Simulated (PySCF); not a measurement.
# Dipole response of Ge (germanium, neutral)

[Ar] 3d10 4s2 4p2, high-spin 3P determinant. Calculation: PySCF 2.14, in aug-cc-pVQZ-PP with one added diffuse shell each of s, p, d, f, g type with ECP10MDF (8s7p6d4f3g, 114 functions); scalar relativity through the core potential. Coupled (time-dependent) response in atomic units; α is the mean over directions.

```json
{"method": "r2SCANh", "mean α (bohr³)": "42.54", "α xx, yy, zz": "32.83, 47.40, 47.40", "C₆ (like pair)": "381.8", "S(−4)": "727.6"}
```

S(−4) is the Cauchy moment in α(ω) = α(0) + S(−4) ω² + …

Reference α: 40 ± 1 bohr³ (recommended; Schwerdtfeger and Nagle, table of static dipole polarizabilities (2023 update)). Published C₆: 354.0 (Chu and Dalgarno (2004); Tang, Norbeck and Certain (1976)).

Spin-orbit coupling is absent.

α(iu) at r2SCANh:

```tsv
u (hartree)	α(iu) (bohr³)
0	42.54
0.0500	40.83
0.100	36.68
0.200	27.15
0.300	19.77
0.500	11.24
0.750	6.431
1.00	4.175
1.50	2.224
2.00	1.417
3.00	0.7454
5.00	0.3202
```

A single London oscillator, α(iu) = α/(1 + u²/ω²), gives C₆ = (3/4) ω α². Matching the computed C₆ needs ω = 4 × 381.8 / (3 × 42.54²) = 0.281 hartree.

The components differ because the open shell of this determinant is not spherical; for a pure term their mean is the scalar polarisability.

Energies and moments cover only the electrons outside the core potential.
